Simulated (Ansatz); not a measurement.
The cluster W₂F₂⁺, relaxed as a quartet with UKS r2SCAN-D4/def2-TZVP in Ansatz, starting from the r2SCAN-D4/def2-TZVP geometry of the charge +1 doublet. Force threshold 0.02 eV/Å.

In the def2 sets W takes a core potential; there is no spin–orbit coupling. At r2SCAN-D4/def2-TZVP a doublet of charge 1 lies 0.46 eV below the quartet, each at its own geometry. The structure comes from a short search, and lower isomers may exist.

Start:

```
atom   x (Å)   y (Å)   z (Å)
  W1   1.024  -0.300  -0.393
  W2  -0.978   0.288   0.376
  F3  -2.157  -0.866  -0.458
  F4   2.112   0.878   0.475
```

```json
{"step": "1", "energy (eV)": "-9078.7583", "largest force component (eV/Å)": "1.752", "SCF passes": "31"}
{"step": "2", "energy (eV)": "-9078.7794", "largest force component (eV/Å)": "1.016", "SCF passes": "45"}
{"step": "3", "energy (eV)": "-9078.7839", "largest force component (eV/Å)": "0.333", "SCF passes": "38"}
{"step": "4", "energy (eV)": "-9078.8072", "largest force component (eV/Å)": "0.020", "SCF passes": "39"}
```

Force components are those of the run's own axes.

End:

```xyz
4

W     1.035   -0.286   -0.381
W    -1.035    0.286    0.382
F    -2.168   -0.877   -0.467
F     2.168    0.877    0.467
```

By distances, no bond broke or formed. The bond that changes most is W1–W2, from 2.22 to 2.28 Å (atoms count from 1).

No frequencies were taken in this run, so the end may be a saddle point.

Hardware: 4 threads of Intel Xeon on a shared host. Wall time 24 s.
